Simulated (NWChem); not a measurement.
System: C2H6BFO; SMILES CCB(O)F

Parts of the log:

```
             Northwest Computational Chemistry Package (NWChem) 7.3.0
             --------------------------------------------------------

 CS  symmetry detected

                             Geometry "geometry" -> ""
                             -------------------------

 Output coordinates in angstroms (scale by  1.889725989 to convert to a.u.)

  No.       Tag          Charge          X              Y              Z
 ---- ---------------- ---------- -------------- -------------- --------------
    1 B                    5.0000     0.00373769     0.62862603     0.00000000
    2 F                    9.0000    -0.67030378     1.78453545     0.00000000
    3 C                    6.0000    -0.80000247    -0.73228791     0.00000000
    4 C                    6.0000     0.04771685    -2.01408975     0.00000000
    5 H                    1.0000    -1.47400981    -0.72505073    -0.86940500
    6 H                    1.0000    -1.47400981    -0.72505073     0.86940500
    7 H                    1.0000     0.69292066    -2.07154796     0.88680700
    8 H                    1.0000     0.69292066    -2.07154796    -0.88680700
    9 H                    1.0000    -0.57396222    -2.91599151     0.00000000
   10 O                    8.0000     1.35885771     0.73866153     0.00000000
   11 H                    1.0000     1.79303808    -0.12578665     0.00000000

 Effective nuclear repulsion energy (a.u.)     168.0455360273

      Symmetry information
      --------------------

 Group name             Cs
 Group number              2
 Group order               2
 No. of unique centers     9

                                 NWChem DFT Module
                                 -----------------

 Summary of "ao basis" -> "ao basis" (spherical)
 ------------------------------------------------------------------------------
       Tag                 Description            Shells   Functions and Types
 ---------------- ------------------------------  ------  ---------------------
 B                         def2-tzvp                11       31   5s3p2d1f
 F                         def2-tzvp                11       31   5s3p2d1f
 C                         def2-tzvp                11       31   5s3p2d1f
 H                         def2-tzvp                 4        6   3s1p
 O                         def2-tzvp                11       31   5s3p2d1f

      Symmetry analysis of basis
      --------------------------

        a'        127
        a"         64

            General Information
            -------------------
          SCF calculation type: DFT
          Wavefunction type:  closed shell.
          No. of atoms     :    11
          No. of electrons :    40
           Alpha electrons :    20
            Beta electrons :    20
          Charge           :     0
          Spin multiplicity:     1
          Use of symmetry is: on ; symmetry adaption is: on
          Maximum number of iterations: 150
          AO basis - number of functions:   191
                     number of shells:    79
          Convergence on energy requested:  1.00D-06
          Convergence on density requested:  1.00D-05
          Convergence on gradient requested:  5.00D-04

              XC Information
              --------------
                  TPSS hybrid Method XC Functional
                     Hartree-Fock (Exact) Exchange  0.100
                  TPSS metaGGA Exchange Functional  0.900
             TPSS03 metaGGA Correlation Functional  1.000

             Grid Information
             ----------------
          Grid used for XC integration:  medium
          Radial quadrature: Mura-Knowles
          Angular quadrature: Lebedev.
          Tag              B.-S. Rad. Rad. Pts. Rad. Cut. Ang. Pts.
          ---              ---------- --------- --------- ---------
          B                   0.85       49          11.0       434
          F                   0.50       49          12.0       434
          C                   0.70       49          10.0       434
          H                   0.35       45          12.0       434
          O                   0.60       49          11.0       434
          Grid pruning is: on
          Number of quadrature shells:   425
          Spatial weights used:  Erf1

      Superposition of Atomic Density Guess
      -------------------------------------

 Sum of atomic energies:        -277.07861007

      Non-variational initial energy
      ------------------------------

 Total energy =    -279.516892
 1-e energy   =    -711.481434
 2-e energy   =     263.919006
 HOMO         =      -0.386663
 LUMO         =       0.044076

      Symmetry analysis of molecular orbitals - initial
      -------------------------------------------------

  Numbering of irreducible representations:

     1 a'          2 a"

  Orbital symmetries:

     1 a'          2 a'          3 a'          4 a'          5 a'
     6 a'          7 a'          8 a'          9 a'         10 a'
    11 a'         12 a"         13 a'         14 a'         15 a"
    16 a'         17 a"         18 a'         19 a"         20 a'
    21 a'         22 a"         23 a'         24 a'         25 a"
    26 a'         27 a'         28 a"         29 a'         30 a'

------------------------------------------------------------
EAF file 0: "./job.aoints.0" size=374341632 bytes
------------------------------------------------------------
               write      read    awrite     aread      wait
               -----      ----    ------     -----      ----
     calls:      714         0         0         0         0
   data(b): 3.74e+08  0.00e+00  0.00e+00  0.00e+00
   time(s): 0.00e+00  0.00e+00  0.00e+00  0.00e+00  0.00e+00
rate(mb/s): 0.00e+00  0.00e+00
------------------------------------------------------------

     ---------------------------------------------
      Total Density - Mulliken Population Analysis
     ---------------------------------------------

    Atom       Charge   Shell Charges
 -----------   ------   -------------------------------------------------------
    1 B    5     4.16   0.92  1.06  0.51  0.35  0.04  0.68  0.33  0.04  0.10  0.10  0.04
    2 F    9     9.44   0.77  1.20  0.61  1.00  0.32  2.36  2.33  0.84  0.00  0.01  0.00
    3 C    6     6.49   0.86  1.12  0.55  0.67  0.10  1.27  1.46  0.41  0.01  0.05  0.00
    4 C    6     6.52   0.86  1.12  0.55  0.66  0.16  1.25  1.41  0.46  0.01  0.04  0.00
    5 H    1     0.82   0.24  0.44  0.12  0.02
    6 H    1     0.82   0.24  0.44  0.12  0.02
    7 H    1     0.83   0.24  0.44  0.12  0.02
    8 H    1     0.83   0.24  0.44  0.12  0.02
    9 H    1     0.83   0.24  0.45  0.12  0.02
   10 O    8     8.72   0.79  1.18  0.59  0.93  0.24  2.01  2.16  0.80  0.00  0.01  0.00
   11 H    1     0.54   0.19  0.26  0.06  0.04

   convergence    iter        energy       DeltaE   RMS-Dens  Diis-err
 ---------------- ----- ----------------- --------- --------- ---------
 d= 0,ls=0.0,diis     1   -279.8950256695 -4.48D+02  5.27D-03  8.61D-01
 d= 0,ls=0.0,diis     2   -279.8547340730  4.03D-02  2.89D-03  1.60D+00
 d= 0,ls=0.0,diis     3   -279.9855504204 -1.31D-01  4.48D-04  4.36D-02
 d= 0,ls=0.0,diis     4   -279.9884723537 -2.92D-03  1.88D-04  4.39D-03
 d= 0,ls=0.0,diis     5   -279.9888700065 -3.98D-04  5.96D-05  7.15D-04
  Resetting Diis
 d= 0,ls=0.0,diis     6   -279.9889308036 -6.08D-05  1.59D-05  4.44D-05
 d= 0,ls=0.0,diis     7   -279.9889344785 -3.67D-06  8.61D-06  2.44D-06
 d= 0,ls=0.0,diis     8   -279.9889342297  2.49D-07  4.98D-06  4.98D-06

         Total DFT energy =     -279.988934229746
      One electron energy =     -716.253514955061
           Coulomb energy =      304.560175524879
    Exchange-Corr. energy =      -36.341130826913
 Nuclear repulsion energy =      168.045536027349

 Numeric. integr. density =       40.000013037142

                  Occupations of the irreducible representations
                  ----------------------------------------------

                     irrep           alpha         beta
                     --------     --------     --------
                     a'               16.0         16.0
                     a"                4.0          4.0

                       DFT Final Molecular Orbital Analysis
                       ------------------------------------

 Vector   18  Occ=2.000000D+00  E=-3.455483D-01  Symmetry=a"
              MO Center= -2.2D-01, -8.7D-01,  2.7D-15, r^2= 3.4D+00
   Bfn.  Coefficient  Atom+Function         Bfn.  Coefficient  Atom+Function
  ----- ------------  ---------------      ----- ------------  ---------------
   101     -0.206258   4 C  pz               70      0.201120   3 C  pz
    39     -0.167631   2 F  pz              138     -0.157132   7 H  s
   144      0.157132   8 H  s               104     -0.155620   4 C  pz
    73      0.150783   3 C  pz              126     -0.148476   5 H  s
   132      0.148476   6 H  s               162      0.141774  10 O  pz

 Vector   19  Occ=2.000000D+00  E=-3.376292D-01  Symmetry=a"
              MO Center=  7.9D-01,  4.7D-01,  2.6D-16, r^2= 2.3D+00
   Bfn.  Coefficient  Atom+Function         Bfn.  Coefficient  Atom+Function
  ----- ------------  ---------------      ----- ------------  ---------------
   162      0.400232  10 O  pz              165      0.338075  10 O  pz
   168      0.239258  10 O  pz               39     -0.142289   2 F  pz
    42     -0.115261   2 F  pz               70     -0.114694   3 C  pz
    73     -0.096901   3 C  pz              126      0.085754   5 H  s
   132     -0.085754   6 H  s                45     -0.076909   2 F  pz

 Vector   20  Occ=2.000000D+00  E=-3.025975D-01  Symmetry=a'
              MO Center= -2.1D-01, -2.4D-01, -2.5D-15, r^2= 3.1D+00
   Bfn.  Coefficient  Atom+Function         Bfn.  Coefficient  Atom+Function
  ----- ------------  ---------------      ----- ------------  ---------------
    69      0.207645   3 C  py               68      0.178029   3 C  px
     7     -0.170022   1 B  py               72      0.167474   3 C  py
   160      0.163015  10 O  px               38      0.149349   2 F  py
    67      0.148902   3 C  s                71      0.140489   3 C  px
     6     -0.137088   1 B  px              161      0.135442  10 O  py

 Vector   21  Occ=0.000000D+00  E= 9.106424D-03  Symmetry=a'
              MO Center=  7.2D-01, -7.8D-01,  2.3D-16, r^2= 6.7D+00
   Bfn.  Coefficient  Atom+Function         Bfn.  Coefficient  Atom+Function
  ----- ------------  ---------------      ----- ------------  ---------------
    98      2.879886   4 C  s                 5     -1.249213   1 B  s
    67      1.176457   3 C  s               139     -1.009416   7 H  s
   145     -1.009416   8 H  s               151     -0.738445   9 H  s
   159      0.725588  10 O  s               188     -0.685573  11 H  s
    75      0.604510   3 C  py              127     -0.566567   5 H  s

 Vector   22  Occ=0.000000D+00  E= 1.756104D-02  Symmetry=a"
              MO Center= -8.1D-02,  3.5D-01,  2.4D-15, r^2= 2.8D+00
   Bfn.  Coefficient  Atom+Function         Bfn.  Coefficient  Atom+Function
  ----- ------------  ---------------      ----- ------------  ---------------
   127      0.598958   5 H  s               133     -0.598958   6 H  s
    76      0.506652   3 C  pz               11      0.432059   1 B  pz
   107     -0.402658   4 C  pz                8      0.390096   1 B  pz
    14      0.375793   1 B  pz              139      0.295531   7 H  s
   145     -0.295531   8 H  s               168     -0.261325  10 O  pz

 Vector   23  Occ=0.000000D+00  E= 5.271852D-02  Symmetry=a'
              MO Center= -3.6D-01, -4.4D-01,  3.6D-15, r^2= 8.1D+00
   Bfn.  Coefficient  Atom+Function         Bfn.  Coefficient  Atom+Function
  ----- ------------  ---------------      ----- ------------  ---------------
    67      5.417712   3 C  s                98     -2.805993   4 C  s
     5     -1.922696   1 B  s               127     -1.367899   5 H  s
   133     -1.367899   6 H  s               188      1.083164  11 H  s
   139      0.685706   7 H  s               145      0.685706   8 H  s
   106     -0.681286   4 C  py               10      0.562240   1 B  py

------------------------------------------------------------
EAF file 0: "./job.aoints.0" size=490209280 bytes
------------------------------------------------------------
               write      read    awrite     aread      wait
               -----      ----    ------     -----      ----
     calls:      935         7         0      6538      6538
   data(b): 4.90e+08  3.67e+06  0.00e+00  3.43e+09
   time(s): 0.00e+00  0.00e+00  0.00e+00  0.00e+00  0.00e+00
rate(mb/s): 0.00e+00  0.00e+00
------------------------------------------------------------

     ---------------------------------------------
      Total Density - Mulliken Population Analysis
     ---------------------------------------------

    Atom       Charge   Shell Charges
 -----------   ------   -------------------------------------------------------
    1 B    5     4.61   0.92  1.06  0.50  0.26  0.02  0.98  0.45  0.09  0.12  0.16  0.05
    2 F    9     9.27   0.77  1.20  0.62  0.96  0.40  2.29  2.13  0.90  0.00  0.01  0.00
    3 C    6     6.26   0.85  1.12  0.50  0.66  0.03  1.33  1.33  0.38  0.01  0.05  0.00
    4 C    6     6.40   0.85  1.12  0.50  0.66  0.11  1.31  1.32  0.45  0.02  0.05  0.00
    5 H    1     0.88   0.27  0.48  0.11  0.02
    6 H    1     0.88   0.27  0.48  0.11  0.02
    7 H    1     0.88   0.27  0.48  0.10  0.02
    8 H    1     0.88   0.27  0.48  0.10  0.02
    9 H    1     0.87   0.27  0.48  0.10  0.02
   10 O    8     8.39   0.79  1.18  0.59  0.90  0.29  1.92  1.91  0.80  0.00  0.02  0.00
   11 H    1     0.67   0.26  0.33  0.04  0.05

     -------------------------------------------
      Total Density - Lowdin Population Analysis
     -------------------------------------------

    Atom       Charge   Shell Charges
 -----------   ------   -------------------------------------------------------
    1 B    5     5.87   0.95  0.99  0.32  0.23  0.11  0.86  0.76  0.27  0.23  0.81  0.33
    2 F    9     8.68   0.86  1.10  0.57  0.66  0.34  2.13  2.07  0.93  0.00  0.02  0.00
    3 C    6     6.24   0.91  1.04  0.34  0.33  0.16  1.13  1.39  0.60  0.02  0.28  0.03
    4 C    6     6.31   0.91  1.04  0.37  0.35  0.17  1.13  1.41  0.64  0.02  0.25  0.03
    5 H    1     0.84   0.25  0.38  0.15  0.06
    6 H    1     0.84   0.25  0.38  0.15  0.06
    7 H    1     0.88   0.26  0.40  0.16  0.06
    8 H    1     0.88   0.26  0.40  0.16  0.06
    9 H    1     0.88   0.26  0.40  0.16  0.06
   10 O    8     7.79   0.87  1.09  0.51  0.54  0.28  1.74  1.83  0.89  0.00  0.04  0.00
   11 H    1     0.78   0.25  0.29  0.10  0.15

     Multipole analysis of the density
     ---------------------------------

     L   x y z        total         alpha         beta         nuclear
     -   - - -        -----         -----         ----         -------
     0   0 0 0     -0.000000    -20.000000    -20.000000     40.000000

     1   1 0 0      0.138008      0.069004      0.069004     -0.000000
     1   0 1 0     -1.083915     -0.541958     -0.541958     -0.000000
     1   0 0 1     -0.000000     -0.000000     -0.000000      0.000000

     2   2 0 0    -21.943200    -67.250823    -67.250823    112.558447
     2   1 1 0     -0.855217     -2.086582     -2.086582      3.317948
     2   1 0 1     -0.000000     -0.000000     -0.000000      0.000000
     2   0 2 0    -25.298622   -156.762446   -156.762446    288.226270
     2   0 1 1      0.000000      0.000000      0.000000      0.000000
     2   0 0 2    -21.619324    -16.317285    -16.317285     11.015246
```

Level: TPSSh/def2-TZVP. Coordinates come from a B3LYP/6-31G* (spherical d) optimisation.

**Question.** Reconstruct the input file.

**Answer.** Several could match; the one computed here: the input that was run:
```
start job
memory heap 200 mb stack 900 mb global 1100 mb
geometry units angstroms noautoz
  B     -0.008510     0.633971     0.000000
  F     -0.703111     1.777644     0.000000
  C     -0.787789    -0.741096     0.000000
  C      0.082713    -2.007536     0.000000
  H     -1.461818    -0.745911    -0.869405
  H     -1.461818    -0.745911     0.869405
  H      0.728841    -2.053449     0.886807
  H      0.728841    -2.053449    -0.886807
  H     -0.522741    -2.920409     0.000000
  O      1.344426     0.768218     0.000000
  H      1.793993    -0.088329     0.000000
end
basis spherical
  * library def2-tzvp
end
dft
  xc xctpssh
  iterations 150
  semidirect filesize 400000000
  mulliken
end
task dft energy
```
